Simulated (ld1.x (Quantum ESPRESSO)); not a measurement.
# An all-electron radial function and its pseudo partner (zinc (Zn))

Columns: radius, all-electron u(r) and pseudo u(r) of the 3d shell (level -10.42 eV) of zinc in the configuration [Ne] 3s2 3p6 3d10 4s2 4p0; LDA (PZ), scalar-relativistic, ultrasoft scheme, ld1.x (Quantum ESPRESSO) 7.5.

```
r (bohr)  all-electron  pseudo
   0.057        0.0332  0.0013
   0.115        0.1646  0.0104
   0.172        0.3502  0.0335
   0.230        0.5457  0.0761
   0.288        0.7166  0.1397
   0.345        0.8478  0.2215
   0.402        0.9406  0.3185
   0.460        0.9994  0.4263
   0.518        1.0282  0.5355
   0.575        1.0340  0.6362
   0.632        1.0231  0.7229
   0.690        1.0000  0.7913
   0.747        0.9692  0.8357
   0.805        0.9326  0.8570
   0.862        0.8937  0.8566
   0.920        0.8526  0.8383
   0.977        0.8118  0.8082
   1.035        0.7707  0.7705
   1.092        0.7312  0.7314
   1.150        0.6923  0.6923
   1.208        0.6549  0.6549
   1.265        0.6197  0.6197
   1.322        0.5862  0.5862
   1.380        0.5538  0.5538
   1.438        0.5230  0.5230
   1.495        0.4944  0.4944
```

How many radial nodes do the two functions have?

The all-electron 3d function has n − l − 1 = 0; the pseudo-wave has 0.

At about which radius was the pseudo-wave matched?

1.15 bohr. The columns agree to 0.0005 from 1.03 bohr on; several derivatives are matched, so the curves merge somewhat inside the radius.

Where does each function peak?

Outermost all-electron maximum near 0.57 bohr, pseudo maximum near 0.81 bohr (to the table’s step).

Is the pseudo-wave norm-conserving?

No, it belongs to an ultrasoft set: the norm inside the radius is not constrained, and the difference is carried by the augmentation charge.
